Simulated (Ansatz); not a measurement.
## Ligand exchange: CH2BrF + BH2I → CH2FI + BH2Br

Species: CH2BrF (bromofluoromethane) `FCBr`, singlet; BH2I `BI`, singlet; CH2FI `FCI`, singlet; BH2Br `BBr`, singlet. The partners trade Br for I: C–Br and B–I bonds give way to C–I and B–Br.

Shapes, held fixed at every level: PBE0-D4/def2-TZVP. Programs: Ansatz 0.2.0. The zero-point and thermal change to 298 K, harmonic and unscaled (PBE0-D4/def2-TZVP), is -0.1 kJ/mol.

(1) Estimate ΔH(298 K) of this reaction.

Results:

(1) The highest level, CCSD(T)/def2-TZVPP, gives ΔH(298 K) = -16.2 kJ/mol; the levels span -18.9 to -16.0. The column of differences is taken from that level and isn't an error. No measured value is set beside it here. For atoms past krypton def2 sets carry core potentials with scalar relativity. Relativity is left out for Br unless named. Correlated rows may include outer-core shells of Br, I, which these sets cover unevenly.

```tsv
level	kind	ΔH(298 K) (kJ/mol)	less CCSD(T)/def2-TZVPP
PBE-D4/def2-TZVPP	GGA	-16.7	-0.5
r2SCAN-D4/def2-TZVPP	meta-GGA	-17.3	-1.1
B3LYP-D4/def2-TZVPP	global hybrid	-18.9	-2.7
r2SCAN0-D4/def2-TZVPP	global hybrid	-16.4	-0.2
MP2/def2-TZVPP	perturbation theory	-16.0	+0.2
CCSD/def2-SVP	coupled cluster or CI	-16.4	-0.2
CCSD/def2-TZVPP	coupled cluster or CI	-16.3	-0.1
CCSD(T)/def2-TZVPP	coupled cluster or CI	-16.2	0.0
```
